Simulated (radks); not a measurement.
The numbers below are computed, except where a source is named.
Effect of the nuclear size on neutral strontium, [Kr] 5s2. Code: a radial shooting solver on a logarithmic mesh with Libxc functionals. Model: Dirac Kohn-Sham, LDA (Slater exchange, Perdew-Wang correlation), spin-unpolarised, spherical densities, finite nucleus; Fermi nuclear charge, rms radius 4.224 fm. The rms radius is varied about that value; shifts are against it.

rms radius (fm) = 3.7636: total energy shift (eV) -0.170; density at nucleus (e/bohr^3) 6.133e+04; 1s1/2 shift (meV) -72.2; 2s1/2 shift (meV) -7.43; 3p1/2 shift (meV) 0.131; 4s1/2 shift (meV) -0.147; 4p1/2 shift (meV) 0.038
rms radius (fm) = 3.9156: total energy shift (eV) -0.116; density at nucleus (e/bohr^3) 6.111e+04; 1s1/2 shift (meV) -49.2; 2s1/2 shift (meV) -5.06; 3p1/2 shift (meV) 0.089; 4s1/2 shift (meV) -0.100; 4p1/2 shift (meV) 0.026
rms radius (fm) = 4.224: total energy shift (eV) 0; density at nucleus (e/bohr^3) 6.07e+04; 1s1/2 shift (meV) 0.000; 2s1/2 shift (meV) 0.000; 3p1/2 shift (meV) 0.000; 4s1/2 shift (meV) 0.000; 4p1/2 shift (meV) 0.000
rms radius (fm) = 4.5408: total energy shift (eV) 0.128; density at nucleus (e/bohr^3) 6.031e+04; 1s1/2 shift (meV) 54.1; 2s1/2 shift (meV) 5.57; 3p1/2 shift (meV) -0.098; 4s1/2 shift (meV) 0.110; 4p1/2 shift (meV) -0.028
rms radius (fm) = 4.8534: total energy shift (eV) 0.262; density at nucleus (e/bohr^3) 5.996e+04; 1s1/2 shift (meV) 111; 2s1/2 shift (meV) 11.4; 3p1/2 shift (meV) -0.201; 4s1/2 shift (meV) 0.226; 4p1/2 shift (meV) -0.058

Slopes of the eigenvalues against <r^2> in GHz/fm^2, as finite differences over the two radii next to the reference (eigenvalue slopes, not the field-shift constants of lines): 1s1/2 4720, 2s1/2 486, 3p1/2 -8.58, 4s1/2 9.63, 4p1/2 -2.47.
